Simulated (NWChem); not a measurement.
Cl2 anion, doublet

```xyz
2

Cl     0.0000     0.0000    -1.3603
Cl     0.0000     0.0000     1.3603
```
Atoms are numbered in this order, from 1.

Computed with NWChem. Pople sets run with spherical d functions. Spin-unrestricted. Sets without diffuse functions describe the anion's extra electron poorly. Structure relaxed at the B3LYP/def2-SVPD, spin-unrestricted level. No stability test was run on the SCF state.

Task: Order these by “lowest empty minus highest occupied level, either spin (eV)”, lowest first: UHF/3-21G; UHF/STO-3G; UHF/6-31+G*; UHF/6-311G**.

Result: UHF/6-31+G* (9.04), UHF/6-311G** (9.25), UHF/3-21G (9.56), UHF/STO-3G (9.71)
